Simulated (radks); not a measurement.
Task: The mean radii <r> (bohr) of the occupied orbitals of an atom or ion are listed with their occupations. Calculated with a radial shooting solver on a logarithmic mesh with Libxc functionals: non-relativistic Kohn-Sham, PBEsol, spin-polarised, spherical densities, point nucleus.

orbital  occ.      <r>
1s down     1  0.02619
1s up       1  0.02619
2s up       1   0.1122
2s down     1   0.1122
2p up       3  0.09530
2p down     3  0.09530
3s up       1   0.2936
3s down     1   0.2936
3p up       3   0.2835
3p down     3   0.2835
3d up       5   0.2543
3d down     5   0.2543
4s up       1   0.6655
4s down     1   0.6655
4p up       3   0.6848
4p down     3   0.6848
4d up       5   0.7342
4d down     5   0.7340
5s up       1    1.539
5s down     1    1.533
5p up       3    1.694
5p down     3    1.687
5d up       1    2.197

Name the element and its charge. Open shells, if any, are filled with parallel spins first.

Result: Z = 58, cerium, charge +3: Ce3+ in [Xe] 5d1. The 1s radius gives Z: for a bare nucleus <r> = 1.5/Z, 0.02586 bohr for Z = 58, and screening makes it slightly larger (0.02619 here). The occupations add up to 55, and the charge is Z minus that.
